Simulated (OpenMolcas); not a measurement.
Bi V: effect of the basis set

* Program: OpenMolcas
* Method: SS-CASPT2, IPEA 0.25 Eh, imaginary shift 0.1 Eh (closed shells correlated: 5d)
* Active space: 1 electron in 4 orbitals (6s 6p)
* State averaging: 2S+1 = 2 even, 1 root; 2S+1 = 2 odd, 3 roots
* Spin-orbit coupling: state interaction with AMFI integrals over the reference wave functions, term energies averaged over their components

A. ANO-R1 [7s6p4d2f], X2C, finite nucleus; CASPT2 step of the order of 1 core-seconds
B. ANO-RCC-VDZP [7s6p4d2f1g], DKH2, point nucleus; CASPT2 step about 0.7 core-seconds
C. ANO-R2 [8s7p5d3f1g], X2C, finite nucleus; CASPT2 step of the order of 1.2 core-seconds
D. ANO-RCC-VTZP [8s7p5d3f2g], DKH2, point nucleus; CASPT2 step about 1.8 core-seconds
E. ANO-R3 [9s8p6d3f2g1h], X2C, finite nucleus; CASPT2 step about 2.2 core-seconds
F. ANO-RCC-VQZP [9s8p6d4f3g], DKH2, point nucleus; CASPT2 step roughly 2.7 core-seconds

Energies in cm-1 above 6s 2S 1/2, the measured ground level; measured values from Moore, Atomic Energy Levels, vol. III, NSRDS-NBS 35 (1971 reprint of NBS Circular 467, 1958).

| Level | A | B | C | D | E | F | Measured |
| --- | --- | --- | --- | --- | --- | --- | --- |
| 6s 2S 1/2 | 0.0 | 0.0 | 0.0 | 0.0 | 0.0 | 0.0 | 0.0 |
| 6p 2P* 1/2 | 87196 | 90409 | 91674 | 92746 | 92910 | 93273 |  |
| 6p 2P* 3/2 | 114352 | 116200 | 114105 | 116683 | 115238 | 114664 | 115674 |

Among A to F the level of the table that moves most is 6p 2P* 1/2, by 6100 cm-1 (lowest in A, highest in F).

Spin-orbit splittings of 6p shells tend to come out small when the coupling is added on scalar orbitals. With one active electron, CASPT2 adds the correlation within the correlated inactive shells and between them and that electron, and leaves the splitting within a term as the reference gives it. The basis is small and was not contracted for so high a charge (holds for A; B). Levels of configurations outside the active space are missing.

* marks odd parity.
